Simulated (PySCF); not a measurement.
System: C5H9O (charge 0, doublet). It need not be the lowest isomer of its formula. SMILES: C(CC=O)C[CH2]
Coordinates optimised at B3LYP-D3(BJ)/def2-TZVP (Ansatz):
```xyz
15

C     -2.8728    -0.2497    -0.4625
C     -1.4850    -0.6109    -0.8441
C     -0.4187     0.0299     0.0453
C      0.9950    -0.3366    -0.3787
C      2.0859     0.2788     0.4537
O      1.9095     1.0177     1.3873
H     -3.7161    -0.8160    -0.8328
H     -3.0749     0.6498     0.1036
H     -1.3690    -1.7022    -0.8379
H     -1.2956    -0.3179    -1.8910
H     -0.5750    -0.2703     1.0835
H     -0.5300     1.1167     0.0280
H      1.1519    -1.4233    -0.3577
H      1.1889    -0.0494    -1.4209
H      3.1171     0.0017     0.1447
```
Charge 0, spin multiplicity 2.

Dispersion corrections to the total energy (kcal/mol) from the dftd3 and dftd4 libraries through PySCF: D3(BJ) without and D4 with the three-body term, each with the damping fitted for the functional named.

| functional | D3(BJ) | D4 |
|---|---|---|
| CAM-B3LYP | -5.09 | -5.24 |
| PBE | -7.01 | -6.30 |
| HSE06 | -4.28 | -4.86 |
| PBE0 | ___ | -5.28 |
| LC-wPBE | -6.24 | ___ |
| B2PLYP | -5.19 | ___ |
| r2SCAN | -2.00 | -1.67 |

**Question.** Complete the blanks.

**Answer.** 
- PBE0, D3(BJ): -5.91
- LC-wPBE, D4: -6.90
- B2PLYP, D4: -4.40
